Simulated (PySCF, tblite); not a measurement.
Isomers of C6H11O4P, one GFN2-xTB conformer each. Single-point energies are computed at PBE0/pcSseg-1 (PySCF, gas phase, no added dispersion term), electronic only.

```
                      SMILES  GFN2-xTB relative energy (kJ/mol)
          O=P1(OC2CCC2)OCCO1                                0.0
          O=P1(OC2CC2)OCCCO1                               18.9
C[C@@H]1CO[P@](=O)(OC2CC2)O1                               16.6
```

Conformers: `[O:1]=[P:2]1([O:3][CH:4]2[CH2:5][CH2:6][CH2:7]2)[O:8][CH2:9][CH2:10][O:11]1` with O1–P2–O3–C4 11°, P2–O3–C4–C5 -142°, O3–C4–C5–C6 -131°, C4–C5–C6–C7 13°, C5–C6–C7–C4 -13°, O1–P2–O8–C9 154°; `[O:1]=[P:2]1([O:3][CH:4]2[CH2:5][CH2:6]2)[O:7][CH2:8][CH2:9][CH2:10][O:11]1` with O1–P2–O3–C4 25°, P2–O3–C4–C5 126°, O3–C4–C5–C6 107°, O1–P2–O7–C8 -172°, P2–O7–C8–C9 56°, O7–C8–C9–C10 -59°; `[CH3:1][C@@H:2]1[CH2:3][O:4][P@:5](=[O:6])([O:7][CH:8]2[CH2:9][CH2:10]2)[O:11]1` with O4–P5–O7–C8 122°, P5–O7–C8–C9 -132°, C1–C2–C3–O4 -97°, C2–C3–O4–P5 -8°, C3–O4–P5–O6 -134°, O7–C8–C9–C10 -107°.

What does PBE0/pcSseg-1 give for the same structures?

```csv
SMILES,PBE0/pcSseg-1 E (Eh),PBE0/pcSseg-1 (kJ/mol),GFN2-xTB (kJ/mol),point group
O=P1(OC2CCC2)OCCO1,-876.75794,0.0,0.0,C1
O=P1(OC2CC2)OCCCO1,-876.75679,3.0,18.9,C1
C[C@@H]1CO[P@](=O)(OC2CC2)O1,-876.75491,8.0,16.6,C1
```

Both levels put the same isomer lowest; measured from each level's own lowest isomer, the values differ by up to 15.9 kJ/mol (O=P1(OC2CC2)OCCCO1: 18.9 against 3.0). As drawn, the lowest has a four-membered ring, which the highest lacks; the highest has a three-membered ring, which the lowest lacks. Neighbours under 10 kJ/mol apart (O=P1(OC2CCC2)OCCO1 and O=P1(OC2CC2)OCCCO1; O=P1(OC2CC2)OCCCO1 and C[C@@H]1CO[P@](=O)(OC2CC2)O1) can change places with a better method, another conformer or zero-point energy.

Which frontier levels, dipoles and rotational constants go with these structures?

```json
{"SMILES": "O=P1(OC2CCC2)OCCO1", "HOMO (eV, PBE0/pcSseg-1)": "-8.12", "LUMO (eV)": "1.04", "dipole (D)": "4.30", "A, B, C (MHz)": "2128, 588.5, 569.2"}
{"SMILES": "O=P1(OC2CC2)OCCCO1", "HOMO (eV, PBE0/pcSseg-1)": "-7.79", "LUMO (eV)": "1.11", "dipole (D)": "5.30", "A, B, C (MHz)": "1719, 714.0, 658.7"}
{"SMILES": "C[C@@H]1CO[P@](=O)(OC2CC2)O1", "HOMO (eV, PBE0/pcSseg-1)": "-7.70", "LUMO (eV)": "1.17", "dipole (D)": "4.28", "A, B, C (MHz)": "1717, 717.1, 620.2"}
```

What happens when harmonic zero-point energies from GFN2-xTB frequencies are added?

```json
{"SMILES": "O=P1(OC2CCC2)OCCO1", "ZPE (kJ/mol)": "454.6", "electronic (kJ/mol)": "0.0", "with ZPE (kJ/mol)": "0.0"}
{"SMILES": "O=P1(OC2CC2)OCCCO1", "ZPE (kJ/mol)": "453.0", "electronic (kJ/mol)": "3.0", "with ZPE (kJ/mol)": "1.5"}
{"SMILES": "C[C@@H]1CO[P@](=O)(OC2CC2)O1", "ZPE (kJ/mol)": "450.9", "electronic (kJ/mol)": "8.0", "with ZPE (kJ/mol)": "4.3"}
```

The zero-point energies span 3.7 kJ/mol. The order is unchanged.
